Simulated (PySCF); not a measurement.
Isomers of C8H12, mass 108.094 u with the commonest isotopes. Method used: PBE0/pcSseg-1 in PySCF (dipole) on a GFN2-xTB geometry, gas phase. One conformer each, none proved a minimum here; rigid rotors.

Task: Order these by rotational constant A, smallest first.
A. `[C@H]12[C@H]3[C@H](C[C@@H]13)C2(C)C`
B. `[CH2:1]=[CH:2][C@H:3]([CH3:4])[C:5]1=[CH:6][CH2:7][CH2:8]1` with C1–C2–C3–C4 -123°, C2–C3–C5–C6 112°
C. `[CH2:1]=[CH:2][C:3](=[C:4]=[CH:5][CH3:6])[CH2:7][CH3:8]` with C1–C2–C3–C4 178°, C2–C3–C7–C8 -80°

Result: C (2968 MHz), B (3382 MHz), A (3586 MHz).

Task: Order these by rotational constant C, smallest first.
A. `[CH2:1]=[CH:2][C@H:3]([CH3:4])[C:5]1=[CH:6][CH2:7][CH2:8]1` with C1–C2–C3–C4 -123°, C2–C3–C5–C6 112°
B. `CC1(C)[C@@H]2[C@@H]3C[C@H]1[C@@H]32`
C. `[CH2:1]=[CH:2][C:3](=[C:4]=[CH:5][CH3:6])[CH2:7][CH3:8]` with C1–C2–C3–C4 178°, C2–C3–C7–C8 -80°

Result: C (957.7 MHz), A (1112 MHz), B (1870 MHz).

Task: Order these by rotational constant B, largest first.
A. `[CH2:1]=[CH:2][C:3](=[C:4]=[CH:5][CH3:6])[CH2:7][CH3:8]` with C1–C2–C3–C4 178°, C2–C3–C7–C8 -80°
B. `CC1(C)[C@@H]2[C@@H]3C[C@H]1[C@@H]32`
C. `[CH2:1]=[CH:2][C@H:3]([CH3:4])[C:5]1=[CH:6][CH2:7][CH2:8]1` with C1–C2–C3–C4 -123°, C2–C3–C5–C6 112°

Result: B (2178 MHz), C (1453 MHz), A (1191 MHz).

| SMILES | point group | Ia (u·Å²) | Ib (u·Å²) | Ic (u·Å²) | κ | μa (D) | μb (D) | μc (D) |
| --- | --- | --- | --- | --- | --- | --- | --- | --- |
| C=CC(=C=CC)CC | C1 | 170.28 | 424.38 | 527.69 | -0.77 | 0.57 | 0.38 | 0.12 |
| C=C[C@H](C)C1=CCC1 | C1 | 149.42 | 347.93 | 454.27 | -0.70 | 0.02 | 0.07 | 0.09 |
| CC1(C)[C@@H]2[C@@H]3C[C@H]1[C@@H]32 | C1 | 140.95 | 232.02 | 270.18 | -0.64 | 0.05 | 0.19 | 0.02 |
